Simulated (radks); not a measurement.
Values are calculated unless marked as measured or tabulated.
Question: The calcium ion Ca7+ is in [Ne] 3s2 3p(1/2: 1, 3/2: 0). Level of theory: Dirac Kohn-Sham, BLYP, spin-unpolarised, spherical densities, finite nucleus; Fermi nuclear charge, rms radius of each element as measured or else 0.836 A^(1/3) + 0.57 fm (a radial shooting solver on a logarithmic mesh with Libxc functionals). Sub-shells are occupied by j as written (lower j first in brackets). One electron is removed from 2p1/2, 2p3/2, 3p1/2, 3s1/2 in turn, with full relaxation. Which removal costs least, and what does each cost?

Answer: 3p1/2 147.22 eV; 3s1/2 168.08 eV; 2p3/2 499.78 eV; 2p1/2 503.76 eV. The 3p1/2 electron leaves first.
